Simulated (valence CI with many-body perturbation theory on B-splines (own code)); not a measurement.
## Nb³⁶⁺: what the settings do

Computed by valence CI with perturbative core correlation (CI+MBPT): three valence electrons over a frozen Dirac-Fock core [He], a basis of 6 s, 6 p, 5 d, 3 f, 1 g functions for each j, with the one-electron correlation potential Σ1 (screened to all orders), the two-electron term Σ2, the three-electron term Σ3, Breit, model QED; selected single and double excitations, second order for the rest, scaled by the run's own slope (own B-spline code, finite nucleus).

No measured spectrum was set against this ion. As an estimate, large intervals hold to a few tenths of a per cent, small ones and those within an open d or f shell to about a per cent.

The reference run has the lowest level (2s^2 2p1/2) J=1/2 and an ionisation energy of 5013.05 eV. Its largest variational space holds 4182 state functions.

Levels are named by their leading jj configuration (3d3/2^4 stands for four electrons in 3d with j = 3/2), which in mixed levels can hold well under half, so a name can repeat and another be missing. Letters in brackets count levels of one name in rising energy.

Changed runs:
A. natural orbitals for correlation on → off
B. three-electron term on → off; Breit term on → off
C. logarithmic knot step 0.27 → 0.4
D. start configuration 2s2 2p1 → 2s3 (bad on purpose)

Excitation energies of the reference run in cm⁻¹, and shifts in cm⁻¹:

| Level | Reference | A | B | C |
| --- | --- | --- | --- | --- |
| (2s 2p1/2^2) J=1/2 | 861726 | -790 | -19444 | +52 |
| (2s^2 2p3/2) J=3/2 | 867844 | -187 | +18840 | -4.2 |
| (2s 2p1/2 2p3/2) J=3/2 [a] | 1488640 | -2531 | -2266 | +47 |
| (2s 2p1/2 2p3/2) J=5/2 | 1668480 | -728 | +11599 | +48 |
| (2s 2p1/2 2p3/2) J=3/2 [b] | 1973790 | +2839 | +5080 | +49 |
| (2s 2p1/2 2p3/2) J=1/2 | 2021660 | +2998 | -4777 | +49 |
| (2s 2p3/2^2) J=5/2 | 2512020 | +118 | +22162 | +43 |
| (2s 2p3/2^2) J=1/2 | 2938160 | +3465 | +10168 | +44 |
| (2s 2p3/2^2) J=3/2 | 2947990 | +3487 | +19890 | +44 |
| (2p1/2^2 2p3/2) J=3/2 | 2953430 | +2586 | -17333 | +98 |
| (2p1/2 2p3/2^2) J=3/2 | 3659320 | +1096 | -1949 | +94 |
| (2p1/2 2p3/2^2) J=5/2 | 3779990 | +3376 | +11495 | +96 |
| Ionisation energy (eV) | 5013.05 | -0.49 | +4.63 | -0.003 |

Run D: It gave no result: a shell was given more electrons than it holds. The program said: "a valence shell holds more than 4l+2 electrons".
